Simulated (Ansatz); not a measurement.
(SiO2)n: PBE0-D4/def2-SVP single points in Ansatz on relaxed structures, gas phase. Each cluster is the lowest isomer that a short search found in that spin, judged at the geometry's level, and lower ones may exist. Binding counts from free atoms in the multiplicity of their measured ground term, without zero-point energy. The structures are stationary points that may keep the symmetry of their start.

```json
{"species": "Si3O6", "atoms": "9", "state": "singlet", "geometry": "PBE0-D4/def2-SVP", "HOMO (eV)": "-9.53", "LUMO (eV)": "-2.71", "gap (eV)": "6.83", "binding per atom (eV)": "5.01", "point group (within 0.1 Å)": "D2d"}
{"species": "Si4O8", "atoms": "12", "state": "singlet", "geometry": "PBE-D4/def2-SVP", "HOMO (eV)": "-9.34", "LUMO (eV)": "-3.03", "gap (eV)": "6.30", "binding per atom (eV)": "5.09", "point group (within 0.1 Å)": "C2v"}
```

**Question.** Estimate the rows for Si2O4 (singlet, PBE0-D4/def2-SVP geometry).

**Answer.** 
```csv
species,atoms,state,geometry,HOMO (eV),LUMO (eV),gap (eV),binding per atom (eV),point group (within 0.1 Å)
Si2O4,6,singlet,PBE0-D4/def2-SVP,-9.46,-3.02,6.45,4.70,D2h
```

The gap (eV) runs from 6.30 (Si4O8) to 6.83 (Si3O6). The binding per atom (eV) runs from 4.70 (Si2O4) to 5.09 (Si4O8).
